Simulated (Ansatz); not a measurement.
**Forces away from equilibrium**

NH₂Te (SMILES N[Te]), doublet, displaced at random from a GFN2-xTB minimum.

```tsv
atom	x (Å)	y (Å)	z (Å)
N1	-0.2946	0.1620	0.0331
Te2	1.5156	-0.1304	0.8528
H3	-0.9412	-0.6508	0.0452
H4	-0.3288	0.5849	-0.9334
```

Ansatz 0.2.0; basis: def2-TZVPP; cores frozen in the correlated methods; orbitals are unrestricted. Filled d shells of the heavier atoms are correlated. Core potentials replace the inner electrons of the atoms past krypton. The def2 sets are not built for correlating such inner shells, so the correlated values are less sure here.

CCSD(T) forces from the calculation:
```
atom      Fx      Fy  Fz (eV/Å)
  N1  -0.757  -0.276     -1.581
 Te2  -0.327   0.044     -0.207
  H3   0.796   0.817      0.167
  H4   0.289  -0.585      1.621
```

Root-mean-square difference of the force components from those of CCSD(T): PBE0-D4 0.076; wB97M-V 0.085; r2SCAN-D4 0.043; PBE-D4 0.197; r2SCANh-D4 0.060; wB97X-V 0.120 eV/Å.

No T1 diagnostic of these runs exceeds 0.018. ⟨S²⟩ of the unrestricted Hartree–Fock references: 0.77 (a pure state has 0.75).

For scale, one of the runs: CCSD(T)/def2-TZVPP forces, 109 basis functions (an equivalent command: `ansatz run in.yaml --threads 4`). Time: 110 s of wall clock on 4 CPU threads; the host was shared. Peak host memory: 1.8 GiB.
